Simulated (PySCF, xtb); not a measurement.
Sn(F)(OH)(NH2)2 (FH5N2OSn), SMILES [Sn]([OH])([F])([NH2])[NH2]. One conformer was computed; it need not be the lowest.

Harmonic wavenumbers (cm⁻¹) from GFN2-xTB run with xtb at its own minimum, in rising order: 81, 98, 119, 128, 140, 146, 149, 227, 356, 452, 518, 546, 754, 764, 789, 802, 841, 1452, 1455, 3354, 3374, 3382, 3403, 3629.

### Question
What does PySCF with B3LYP-D3(BJ)/def2-SVP give at its own minimum? (The exact figures need the calculation; the answer reports its results.)

### Answer
93, 110, 152, 161, 171, 178, 196, 251, 533, 557, 616, 628, 653, 663, 844, 862, 887, 1530, 1536, 3494, 3499, 3590, 3597, 3822. Paired by order, the mean absolute difference is 86 cm⁻¹ and the zero-point energies are 38.5 and 40.9 kcal/mol.
